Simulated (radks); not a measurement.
Values are calculated unless marked as measured or tabulated.
Q: Species: Ar8+. Configuration: [Ne]. Code: a radial shooting solver on a logarithmic mesh with Libxc functionals. Model: scalar-relativistic Kohn-Sham, LB94 model potential, spin-polarised, spherical densities, finite nucleus; Fermi nuclear charge, rms radius 3.4274 fm. Some entries of the table are withheld. Estimate them.

| orbital | occ. | eigenvalue (hartree) | r(max) (bohr) |
|---|---|---|---|
| 1s | 2 | -123.2152 | (1) |
| 2s | 2 | (2) | (3) |
| 2p | 6 | (4) | 0.2773 |
| 3s | 0 | -6.23059 | (5) |
| 3p | 0 | -5.59282 | (6) |

A: 
(1) 1s r(max) (bohr): 0.05606
(2) 2s eigenvalue (hartree): -17.69646
(3) 2s r(max) (bohr): 0.3374
(4) 2p eigenvalue (hartree): -15.29315
(5) 3s r(max) (bohr): 1.010
(6) 3p r(max) (bohr): 1.018
